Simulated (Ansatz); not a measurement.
Consider the cleavage of the Si–B bond: `FB(F)[Si](Cl)(Cl)Cl` + HCl → `Cl[Si](Cl)(Cl)Cl` + `FBF`.

Gas-phase electronic energies from Ansatz, PBE0-D4/def2-TZVP geometries. CCSD(T)/CBS is the MP2 limit (def2-TZVPP, def2-QZVPP) plus CCSD(T) − MP2 in def2-TZVPP, frozen cores. This one scheme is used for every species. DFT in def2-TZVPP. Each species was taken in one conformer, which may not be the lowest.

```tsv
level	ΔE (kJ/mol)
BHLYP-D4	-122.1
CAM-B3LYP	-116.4
```

(1) What does CCSD(T)/CBS give? (Estimate.)

Largest T1 diagnostic among the species: 0.013.

Answers

(1) Computed: -119.6 kJ/mol. The listed levels differ from it by -2.5, 3.2 kJ/mol.

Leaving LDA and LC-ωPBE aside and taking each functional with its dispersion term where it has one, the values, not all of them listed here, spread over 17.1 kJ/mol, from BHLYP-D4 to PBE-D4. From PBE to PBE0 (25 % exact exchange), in def2-TZVPP and without D4, ΔE moves by −6.8 kJ/mol. At CCSD(T), def2-SVP lies +5.5 kJ/mol from the extrapolated value and def2-TZVPP +4.9 kJ/mol.
